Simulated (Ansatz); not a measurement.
Frontier orbitals of C2H5GeN (`[CH]1=N[CH2][GeH2]1`).

```xyz
9

C     1.2253   -0.3059    0.4593
N     0.4505    0.2150    1.3284
C    -0.8232    0.4714    0.6333
Ge   -0.0452   -0.2785   -1.0438
H     2.2455   -0.5985    0.7085
H    -1.6449   -0.0787    1.0955
H    -1.0717    1.5343    0.6400
H    -0.5739   -1.6207   -1.5884
H     0.2375    0.6616   -2.2327
```

Charge 0, multiplicity 1. Correlated methods include outer-core shells of Ge, which these sets cover unevenly. Scalar relativity is left out up to krypton. All single points use the PBE0-D4/def2-TZVP geometry. Basis def2-TZVPP, Ansatz.

| functional | HOMO (eV) | LUMO (eV) |
| --- | --- | --- |
| LDA (SPW92) | -5.66 | -1.98 |

(1) Give HOMO and LUMO (eV) with PBE, revPBE, BLYP, r2SCAN, B97M-V, PBE0, B3LYP, r2SCANh, r2SCAN0, HSE06 (plane-wave form), BHLYP, CAM-B3LYP, LC-ωPBE, ωB97X-V, ωB97M-V, HF. (Best estimate.)

Results:

(1) Ansatz gave: 
| functional | HOMO | LUMO |
| --- | --- | --- |
| PBE | -5.53 | -1.76 |
| revPBE | -5.48 | -1.67 |
| BLYP | -5.43 | -1.62 |
| r2SCAN | -5.77 | -1.56 |
| B97M-V | -5.91 | -1.49 |
| PBE0 | -6.85 | -0.64 |
| B3LYP | -6.64 | -0.89 |
| r2SCANh | -6.27 | -1.15 |
| r2SCAN0 | -7.01 | -0.54 |
| HSE06 (plane-wave form) | -6.45 | -1.03 |
| BHLYP | -8.10 | 0.57 |
| CAM-B3LYP | -8.21 | 0.58 |
| LC-ωPBE | -9.51 | 1.80 |
| ωB97X-V | -9.18 | 1.70 |
| ωB97M-V | -9.09 | 1.59 |
| HF | -10.06 | 2.99 |

B3LYP here is the variant with VWN-RPA as its local correlation; programs differ in this. LC-ωPBE has ω = 0.4 bohr⁻¹. Positive LUMOs are unbound and depend on the basis.
